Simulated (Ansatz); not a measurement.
Molecule: sum formula InO2H2 (charge 0, doublet). It need not be the lowest isomer of its formula. SMILES: [OH][In][OH]
Geometry from a B3LYP-D3(BJ)/def2-TZVP (Ansatz, a program for electronic structure) optimisation:
```xyz
5

In     0.1447     0.0755     0.2603
O      1.0472     0.3625    -1.5304
H      0.4543     0.0725    -2.2372
O     -1.7196    -0.7253     0.0980
H     -2.1680    -0.8705     0.9393
```
Charge 0, spin multiplicity 2.

Property: vertical ionisation energy (to the singlet state of charge +1; each state is the SCF solution reached for its spin; for the singlet the Hartree-Fock reference is unstable and T1 is 0.023), in eV. Valence correlation only, unless marked. Open shells are spin-unrestricted. Spin-orbit coupling is left out. The frozen core is the preceding noble-gas configuration, with the filled d and f shells of earlier blocks. Past Kr the def2 sets carry scalar-relativistic core potentials. CBS marks a two-point X^-3 extrapolation of the correlation energy; Hartree-Fock from the larger set. [CCSD(T)-MP2]/basis is that difference in the basis named.

```
level                                                          program  vertical ionisation energy (eV)
-------------------------------------------------------------  -------  -------------------------------
SVWN5/def2-TZVPD                                                Ansatz                             9.00
PBE/def2-TZVPD                                                  Ansatz                                …
r2SCAN/def2-TZVPD                                               Ansatz                             8.95
B3LYP/def2-TZVPD                                                Ansatz                                …
CAM-B3LYP/def2-TZVPD                                            Ansatz                                …
wB97M-V/def2-TZVPD                                              Ansatz                             8.95
wB97X-V/def2-TZVPD                                              Ansatz                             8.95
B2PLYP/def2-TZVPD                                               Ansatz                             8.76
SCS-MP2/def2-SVPD                                               Ansatz                             8.59
CCSD/def2-SVPD                                                  Ansatz                                …
CCSD/def2-TZVPPD                                                Ansatz                             8.66
RI-MP2/CBS(def2-TZVPPD,def2-QZVPPD)+[CCSD(T)-MP2]/def2-TZVPPD   Ansatz                             8.62
```

**Question.** Some entries are withheld; supply them.

**Answer.** 
- PBE/def2-TZVPD, vertical ionisation energy (eV): 8.75
- B3LYP/def2-TZVPD, vertical ionisation energy (eV): 9.01
- CAM-B3LYP/def2-TZVPD, vertical ionisation energy (eV): 9.15
- CCSD/def2-SVPD, vertical ionisation energy (eV): 8.73
